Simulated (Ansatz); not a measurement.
Born–Oppenheimer molecular dynamics of C$_{2}$H$_{7}$FO$_{2}$Si$_{2}$ (14 atoms, charge 0, multiplicity 1). It starts from a relaxed structure.

Theory: Ansatz 0.2.0, UKS PBE/STO-3G.

```json
{
 "ensemble": "NVT, Nosé–Hoover chain",
 "time step": "0.5 fs",
 "steps asked": "130",
 "set temperature": "400 K",
 "thermostat": "time constant 300 fs, chain length 1",
 "seed": "613296"
}
```

First frame:

```xyz
14
Properties=species:S:1:pos:R:3
O -1.235 -1.589 -1.066
C -0.580 -2.665 -0.724
O 0.705 -2.444 -0.322
Si 0.599 -0.576 -0.593
F 2.193 -0.356 -0.196
C -0.355 0.450 0.687
Si 0.087 2.282 0.692
H -0.972 -3.715 -0.736
H 0.529 -0.118 -1.988
H -1.438 0.341 0.509
H -0.160 0.035 1.691
H -0.177 2.867 -0.614
H -0.705 2.991 1.686
H 1.496 2.466 1.004
```

(1) How far do the bonds stretch over the last three quarters of this one trajectory? (Pairs bonded in most of those frames.)

## Answers

(1) 
```csv
bond,mean (Å),spread (Å),shortest,longest
O1–C2,1.303,0.019,1.26,1.33
O1–Si4,2.183,0.012,2.16,2.20
C2–O3,1.368,0.021,1.33,1.41
C2–H8,1.124,0.024,1.08,1.17
O3–Si4,1.880,0.015,1.85,1.91
Si4–F5,1.657,0.031,1.61,1.70
Si4–C6,1.902,0.015,1.88,1.93
Si4–H9,1.474,0.013,1.45,1.49
C6–Si7,1.893,0.025,1.86,1.93
C6–H10,1.107,0.028,1.06,1.15
C6–H11,1.106,0.016,1.08,1.14
Si7–H12,1.457,0.005,1.45,1.47
Si7–H13,1.460,0.035,1.41,1.51
Si7–H14,1.459,0.028,1.42,1.50
```

Mean temperature of the second half: 191 K. The conserved energy stayed within 0.2 meV per atom of its start (net change 0.15 meV per atom), so the integration is sound. The mean temperature of the second half is 52 % below the set value. A run of 0.065 ps of so small a system gives no equilibrium averages. Limits of this set-up: minimal basis.

The run took 8.5 min on 1 thread of AMD EPYC 7R13 Processor (Zen 3), on a shared host, peak memory 0.16 GiB.
